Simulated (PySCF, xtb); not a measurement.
In(Me)(OH)2 (CH5InO2), SMILES [CH3][In]([OH])[OH]. The values are those of a single conformer.

Harmonic wavenumbers (cm⁻¹) from xtb with GFN2-xTB at its own minimum, in rising order: 36, 86, 98, 132, 254, 340, 392, 435, 470, 614, 664, 667, 708, 1178, 1409, 1414, 3013, 3026, 3058, 3617, 3675.

### Question
What does PySCF with B3LYP-D3(BJ)/def2-SVP give at its own minimum? (An estimate is asked for; the answer gives what the named calculation found.)

### Answer
11, 103, 127, 144, 267, 337, 491, 588, 600, 722, 728, 780, 813, 1182, 1432, 1436, 3053, 3162, 3172, 3819, 3827. Paired by order, the mean absolute difference is 75 cm⁻¹ and the zero-point energies are 36.1 and 38.3 kcal/mol.
